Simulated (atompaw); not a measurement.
**What the settings do to the PAW (atompaw) potential of Pb (Z = 82)**

Base potential:

Pb, PAW, made with atompaw 4.2.0.5 (LDA (PW92), scalar-relativistic). Core [Xe] 4f14, reference 5d10 6s2 6p2. Waves: 6s (bound): rc 1.95 bohr; 6s channel at 0.25 Ry: rc 1.95 bohr; 6p (bound): rc 2.65 bohr; 6p channel at 3.6 Ry: rc 2.65 bohr; 5d (bound): rc 2.05 bohr; 5d channel at 2.7 Ry: rc 2.65 bohr. Local part: vpsmatchnc scheme with l = 3 at -0.5 Ry, radius 2.20 bohr. Core correction: smooth core density matched at 2.65 bohr. Augmentation charge: besselshape compensation charge, radius 2.60 bohr; PAW radius 2.65 bohr; waves and projectors: custom rrkj gramschmidtortho.

All-electron outer shells of the reference configuration (LDA (PW92), scalar-relativistic, ld1.x):

```
shell  level (eV)  outermost node (bohr)  outermost maximum (bohr)
   4f     -133.25                      –                      0.35
   5p      -85.96                   0.49                      0.88
   5d      -21.29                   0.52                      1.07
   6s      -12.32                   1.01                      1.95
   6p       -3.70                   1.18                      2.63
```

Cutoffs, loose and tight: the cutoffs (Ry, on a coarse ladder) from which the occupation-weighted sum of valence levels, in a spherical-Bessel basis at the reference potential, stays within 10 and 1 mRy of its value at 400 Ry. They see the waves, projectors and local potential, not the compensation charge or the core. A dash means not determined.

A true bound ghost makes a file unfit for plane-wave use even where its test errors are small: the radial tests pick states by their node count and pass the ghost by.

| change | outcome | cutoff, loose | cutoff, tight | bound ghosts |
| --- | --- | --- | --- | --- |
| base | generated | 30 Ry | 45 Ry | s |
| all radii scaled by about 0.74 (s 1.44, p 1.96, d 1.52 bohr); local potential vpsmatchnc scheme with l = 3 at -0.5 Ry, radius 1.64 bohr; augmentation besselshape compensation charge, radius 1.92 bohr; PAW radius 1.96 bohr; waves and projectors: custom rrkj gramschmidtortho; core correction smooth core density matched at 1.96 bohr | generated | 55 Ry | 90 Ry | s, p |
| all radii scaled by about 0.86 (s 1.68, p 2.28, d 1.78 bohr); local potential vpsmatchnc scheme with l = 3 at -0.5 Ry, radius 1.90 bohr; augmentation besselshape compensation charge, radius 2.24 bohr; PAW radius 2.28 bohr; waves and projectors: custom rrkj gramschmidtortho; core correction smooth core density matched at 2.28 bohr | generated | 45 Ry | 60 Ry | s, p |
| all radii scaled by about 0.93 (s 1.82, p 2.46, d 1.90 bohr); local potential vpsmatchnc scheme with l = 3 at -0.5 Ry, radius 2.04 bohr; augmentation besselshape compensation charge, radius 2.42 bohr; PAW radius 2.46 bohr; waves and projectors: custom rrkj gramschmidtortho; core correction smooth core density matched at 2.46 bohr | generated | 40 Ry | 50 Ry | s, p |
| all radii scaled by about 1.12 (s 2.18, p 2.96, d 2.30 bohr); local potential vpsmatchnc scheme with l = 3 at -0.5 Ry, radius 2.46 bohr; augmentation besselshape compensation charge, radius 2.90 bohr; PAW radius 2.96 bohr; waves and projectors: custom rrkj gramschmidtortho; core correction smooth core density matched at 2.96 bohr | generated | 21 Ry | 35 Ry | s |
| all radii scaled by about 1.21 (s 2.36, p 3.20, d 2.48 bohr); local potential vpsmatchnc scheme with l = 3 at -0.5 Ry, radius 2.66 bohr; augmentation besselshape compensation charge, radius 3.14 bohr; PAW radius 3.20 bohr; waves and projectors: custom rrkj gramschmidtortho; core correction smooth core density matched at 3.20 bohr | generated | 18 Ry | 30 Ry | s |
| all radii scaled by about 1.27 (s 2.48, p 3.36, d 2.60 bohr); local potential vpsmatchnc scheme with l = 3 at -0.5 Ry, radius 2.78 bohr; augmentation besselshape compensation charge, radius 3.30 bohr; PAW radius 3.36 bohr; waves and projectors: custom rrkj gramschmidtortho; core correction smooth core density matched at 3.36 bohr | generated | 18 Ry | 30 Ry | s |

Reading the sweep of the scale of all radii (base = 1) (base included, trends over the rows without a ghost): Bound ghosts are found at 0.74, 0.86, 0.93, 1, 1.12, 1.21, 1.27. Every judged row has one, so this setting neither creates nor removes them.
